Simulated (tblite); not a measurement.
Calculated harmonic vibrations of the isolated species, GFN2-xTB (tblite), most abundant isotopes, no scaling. The method is semi-empirical: single wavenumbers can be off by several per cent or more. Modes of hydrogen on silicon can be 10 to 20 % off. One conformer each. Thermal functions are those of the rigid rotor and harmonic oscillator, without mixing of conformers.

Question: Order these by their zero-point energy, highest first (kJ/mol).
A. `C=C[C@@H]1C[Si@H](O)C[SiH2]1`
B. `C1C(Cl)C1`
C. `C#C[C@H](C)c1cccn1C`
D. `COC(=O)c1ccc(C(=O)Cl)o1`
E. `Cc1cc(C)c(C(C)C)[p-]1`
F. `c1ccc(NC2CC2)cc1`

Answer: E (528.4), F (458.8), C (452.5), A (399.5), D (285.9), B (186.4).

```tsv
SMILES	atoms	mass (u)	symmetry number	modes under 300 cm⁻¹	ZPE (kJ/mol)	S translation (J/(mol K))	S rotation	S vibration	S	Cp
Cc1cc(C)c(C(C)C)[p-]1	24	153.08	1	11	528.4	171.6	126.1	157.5	455.2	192.9
c1ccc(NC2CC2)cc1	21	133.09	1	4	458.8	169.9	123.3	102.2	395.4	156.3
C#C[C@H](C)c1cccn1C	21	133.09	1	9	452.5	169.9	123.2	123.5	416.5	172.1
C=C[C@@H]1C[Si@H](O)C[SiH2]1	20	144.04	1	8	399.5	170.8	124.1	132.7	427.6	183.7
COC(=O)c1ccc(C(=O)Cl)o1	17	187.99	1	9	285.9	174.2	131.6	161.4	467.1	175.2
ClC1CC1	9	76.01	1	0	186.4	162.9	103.4	17.2	283.5	68.0
```

Entropies and Cp are for 298.15 K and 1 bar.
